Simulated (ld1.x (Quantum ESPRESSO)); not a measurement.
# Al: one change to a PAW potential, before and after

Al, PAW, made with ld1.x (Quantum ESPRESSO) 7.5 (PBE, scalar-relativistic). Core [Ne], reference 3s2 3p0 (charge +1). Waves: 3s (bound): rcut 1.55, rcutus 1.85 bohr; 3s channel at 2.45 Ry: rcut 1.55, rcutus 1.85 bohr; 3p (bound, empty): rcut 1.90, rcutus 2.50 bohr; 3p channel at -0.2 Ry: rcut 1.90, rcutus 2.50 bohr. Local part: all-electron potential smoothed inside 2.00 bohr (lloc = -1). Core correction: a·sin(br)/r model core, default radius (ld1.x builds one for every PAW set, though the input has nlcc=.false.). Augmentation charge: PSQ, inside the norm-conserving radii.

All-electron outer shells of the reference configuration (PBE, scalar-relativistic, ld1.x):

| shell | level (eV) | outermost node (bohr) | outermost maximum (bohr) |
| --- | --- | --- | --- |
| 3s | -14.81 | 0.80 | 2.01 |
| 3p | -9.05 | 0.81 | 2.39 |

Change: waves 3s (bound): rcut 1.55, rcutus 2.42 bohr; 3s channel at 2.45 Ry: rcut 1.55, rcutus 2.42 bohr.

Cutoffs: the cutoffs (Ry, on a coarse ladder) from which the occupation-weighted sum of valence levels, in a spherical-Bessel basis at the reference potential, stays within 10 and 1 mRy of its value at 400 Ry; they do not see the model core or the augmentation charge, which bear on the density cutoff. Errors are all-electron minus pseudo energies relative to the spin-unpolarised reference configuration.

Question: Predict the effect on cutoff, ghosts and configuration errors.

Answer: Both files are very soft, the changed one slightly softer (loose and tight cutoff 8 and 12 Ry → 6 and 6 Ry on this coarse ladder); of the 7 tests that both files solve, the error grows in 2 and shrinks in 2 by more than 15 % and 0.3 meV (median size 0.3 → 0.7 meV); neither file shows a bound ghost.

| quantity | base | changed |
| --- | --- | --- |
| cutoff, loose | 8 Ry | 6 Ry |
| cutoff, tight | 12 Ry | 6 Ry |
| bound ghosts | none | none |
| error for 3s2 3p1, meV [ΔE -5.76 eV] | +0.3 | 0.0 |
| error for 3s1 3p0, meV [ΔE 19.23 eV] | -9.4 | -11 |
| error for 3s2 3p0.5, meV [ΔE -3.68 eV] | +0.2 | 0.0 |
| error for 3s1 3p2, meV [ΔE -0.62 eV] | +0.3 | +0.9 |
| error for 3s0 3p3, meV [ΔE 4.69 eV] | +1.4 | +0.9 |
| error for 3s1 3p1, meV [ΔE 5.81 eV] | -1.1 | -0.7 |
| error for 3s2 3p1.3, meV [ΔE -6.34 eV] | +0.3 | 0.0 |
| s: phases at 2.69 bohr within 0.05 rad from the reference energy up to (Ry; the scan ends near 5) | to the end of the scan | to the end of the scan |
| p: phases at 2.69 bohr within 0.05 rad from the reference energy up to (Ry; the scan ends near 5) | 2.9 | 2.9 |
| lowest overlap eigenvalue by channel | s 0.50, p 0.82 | s 0.70, p 0.82 |
